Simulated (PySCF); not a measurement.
## TaH₅ + O₂ → H₃TaO + H₂O

Level: PBE0 in the def2-TZVP basis family, computed in PySCF with density fitting; scalar-relativistic core potentials for atoms from Rb on, none lighter, no spin–orbit coupling; open shells unrestricted.

| species | state and structure | E (Eh) | ZPE (kJ/mol) | H(298 K) − H(0) (kJ/mol) | S° (J/(mol K)) |
| --- | --- | --- | --- | --- | --- |
| TaH₅ | singlet, C4v, Ta–H 1.754 Å (×4), Ta–H 1.790 Å; H–Ta–H 77.3° (×4), H–Ta–H 118.0° (×4), H–Ta–H 124.0° (×2) | -59.86993 | 83.0 | 13.8 | 261.6 |
| O₂ | triplet, D∞h, O–O 1.193 Å | -150.23561 | 10.3 | 8.7 | 204.9 |
| H₃TaO | singlet, C3v, Ta–H 1.782 Å (×3), Ta–O 1.692 Å; H–Ta–H 114.8° (×3), H–Ta–O 103.4° (×3) | -133.98283 | 59.6 | 11.8 | 263.8 |
| H₂O | singlet, C2v, O–H 0.960 Å (×2); H–O–H 105.1° | -76.37736 | 56.5 | 9.9 | 188.7 |

Problem. What is the electronic reaction energy?

Solution. At PBE0/def2-TZVP, ΔE = -668.6 kJ/mol from the differences of the total energies times 2625.5, downhill. 

Problem. Add zero-point, thermal and entropy terms for 298.15 K and 1 bar.

Solution. ΔZPE = 22.8 and Δ[H(298) − H(0)] = -0.8 kJ/mol give ΔH° = -646.6 kJ/mol. ΔS° = -14.0 J/(mol K), so ΔG° = -646.6 − 298.15 × (-0.0140) = -642 kJ/mol.

Spin–orbit coupling can matter for TaH₅, H₃TaO and is left out. Only the bonding shown was studied: isomers, or loss of a ligand pair, can lie lower.
